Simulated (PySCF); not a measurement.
## Ga⁺: ionisation energy

Ga⁺ [Ar] 3d10 4s2 (1S) → Ga²⁺ [Ar] 3d10 4s1 (2S), as a difference of total energies. Calculation: PySCF 2.14, in aug-cc-pwCVDZ-PP with ECP10MDF; scalar relativity through the core potential. Correlated levels: valence: 3s2 3p6 3d10 frozen; valence and next inner shell: nothing frozen outside the core potential. The calculations carry no spin-orbit coupling.

```csv
method,ionisation energy (eV)
UHF,18.758
LDA,21.099
PBE,20.684
PBE0,20.372
r2SCAN,20.495
r2SCAN0,20.290
PW91,20.762
revPBE,20.505
wB97X,20.648
MP2 (valence),19.442
SCS-MP2 (valence),19.579
MP2 (valence and next inner shell),20.202
SCS-MP2 (valence and next inner shell),20.202
```

Q: How much does correlation contribute at MP2 (valence and next inner shell)?

A: 20.202 − (18.758) = 1.444 eV, measured against UHF.

Errors of the correlated levels include the incompleteness of this basis and the frozen core.

MP2 underrates the near-degeneracy of ns² with np² in the lower species.

For comparison: 20.515 eV (measured; NIST Atomic Spectra Database, ionization energies).
